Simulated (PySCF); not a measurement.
Molecule: SMILES [SiH2](C#C)[SiH2]Cl. Atoms near the plane z = 1.0 Å, at the B3LYP/def2-SVP optimised geometry (x, y, z in Å): C1 (2.4, 1.2, 0.0), C2 (1.1, 1.2, 0.0), Si3 (-0.7, 1.1, 0.0), Si4 (-1.4, -1.1, -0.2), Cl5 (-3.4, -1.2, -0.2), H6 (3.4, 1.2, 0.0), H8 (-1.2, 1.7, 1.3), H10 (-0.9, -1.9, 0.9).

Level of theory: B3LYP/def2-TZVP (PySCF). The values are rescaled to run from 0 to 1.

```
|.............................|
|.............................|
|.............................|
|.............................|
|.............................|
|.............................|
|.............................|
|.............  ..............|
|..............    ...........|
|..........:+-.    ..    .....|
|..........=@*.    ..     ....|
|........ .:+-     ..     ....|
|........  ...     ..     ....|
|........          ..    .....|
|........   .      ...........|
|........         ............|
|........    .   .............|
|........  .::. ..............|
|........  :++:...............|
|........ .:+#................|
|............. ...............|
|............  ...............|
|.............................|
|.............................|
|.............................|
|.............................|
|.............................|
|.............................|
|.............................|
```
Scale: ten equal steps from 0.000 (start of ' ') to 1.00 (end of '@'), in the order ' .:-=+*#%@'; x runs from -5.50 to 5.50, y from -5.50 (bottom) to 5.50 (top).

Question: Which quantity is mapped?
A) electron localisation function
B) an orbital amplitude
C) log10 of the electron density
D) deformation density (molecule minus spherical neutral atoms)

Answer: D, deformation density (molecule minus spherical neutral atoms). In full: deformation density (molecule minus spherical neutral atoms) (e/bohr³).
